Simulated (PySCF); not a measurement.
A GIAO shielding run with PySCF 2.14.0 with density-fitted response routines (density fitting, non-relativistic, gas phase) on SMILES C[Si](C)(C)C[P@](C)(=O)O, C5H15O2PSi:

```
{"job": {"kind": "nmr", "xc": "PBE0", "basis": "pcSseg-1"}, "charge": 0, "multiplicity": 1}
C     -1.636331     0.273115     1.455065
Si    -1.161590    -0.028052    -0.365436
C     -1.323896    -1.873333    -0.800496
C     -2.254889     1.042376    -1.504530
C      0.650691     0.500460    -0.672115
P      1.697801    -0.141193     0.663055
C      3.433173     0.151482     0.144440
O      1.425047    -1.507398     1.132337
O      1.507604     0.927638     1.863728
H     -1.342289     1.263810     1.790463
H     -1.145149    -0.457223     2.091078
H     -2.707300     0.176982     1.608334
H     -2.298227    -2.263175    -0.521579
H     -1.190003    -2.052925    -1.863818
H     -0.569565    -2.444709    -0.267992
H     -3.290920     0.735027    -1.423295
H     -2.205041     2.094838    -1.245557
H     -1.967293     0.945387    -2.546140
H      1.020326     0.077345    -1.603614
H      0.779418     1.578527    -0.708703
H      4.088554    -0.185250     0.944225
H      3.638510    -0.432789    -0.747774
H      3.602602     1.205106    -0.052975
H      1.237030     0.433716     2.638854
```

Hardware: 1 thread of an x86-64 server CPU, shared host. The job also computes population analyses, field gradients.

Q: How large is the calculation?

A: 90 electrons, 242 basis functions and 1301 auxiliary functions.

Q: How long does it take?

A: 81 s of wall time, with 14 SCF cycles and 4 response iterations. Times on a shared host scatter by some tens of per cent.
